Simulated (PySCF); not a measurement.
Calculation: B3LYP-D3(BJ)/def2-TZVP in PySCF 2.14.0. Gas-phase values, no solvent. B3LYP has the VWN-RPA correlation part, as in Gaussian. Excitations are Tamm–Dancoff values on a coarser integration grid. The basis has no diffuse functions, so Rydberg states are missing or too high.

Reference species (SMILES): `BrB(Br)Br` (neutral, multiplicity 1).

The HOMO is -8.04 eV and the S1 oscillator strength is 0.000. The S1 excitation (TDA) is 4.58 eV.

Changed species: `NB(N)Br` (2 of 3 Br replaced by NH2; the reference has 0 of 3 Br replaced by NH2).

Task: Predict the effect on the HOMO, S1 oscillator strength and S1 excitation (TDA).

Result: the HOMO rises by 0.85 eV, to -7.19 eV; the S1 oscillator strength stays essentially unchanged; the S1 excitation (TDA) goes up by 1.79 eV, to 6.37 eV.
